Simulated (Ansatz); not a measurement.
Total energies of Li₂Te (the lowest singlet isomer of a short search) from Ansatz at PBE0-D4/def2-TZVP, gas phase (1 Eh = 27.2114 eV = 2625.5 kJ/mol). The reference geometry is relaxed at PBE-D4/def2-TZVP.

```xyz
3

Li    1.8398   -0.5167    0.2038
Li   -1.8522   -0.4242    0.2880
Te    0.0124    0.9409   -0.4919
```

```csv
state,geometry,energy (Eh)
charge 0 singlet,reference,-283.11594
charge 1 doublet,reference,-282.88692
charge 0 triplet,relaxed at PBE-D4/def2-TZVP,-283.05968
charge 0 quintet,relaxed at PBE-D4/def2-TZVP,-282.93740
free Li atom (doublet),–,-7.46705
free Te atom (triplet),–,-267.99464
```

In the def2 sets Te takes a core potential; there is no spin–orbit coupling.

Q: Work out the vertical ionisation energy to the doublet.

A: E(charge 1 doublet) − E(charge 0 singlet) = -282.88692 − (-283.11594) = 0.22902 Eh = 6.23 eV. For comparison, −ε of the highest occupied level is 4.42 eV at this level, 1.81 eV less.

Q: Which of the charge 0 states is lowest, and how far above it are the others?

A: The singlet. triplet: -283.05968 − (-283.11594) = 0.05626 Eh = 147.7 kJ/mol; quintet: -282.93740 − (-283.11594) = 0.17854 Eh = 468.8 kJ/mol. The triplet differs in its bonds from the reference. The quintet differs in its bonds from the reference.

Q: What is the binding energy per atom against free atoms?

A: Atoms: 2 × (-7.46705) + 1 × (-267.99464) = -282.92874 Eh. Binding: -282.92874 − (-283.11594) = 0.18720 Eh = 5.09 eV, or 1.70 eV for each of 3 atoms (no zero-point energy, no counterpoise term).

The structure comes from a short search, and lower isomers may exist.
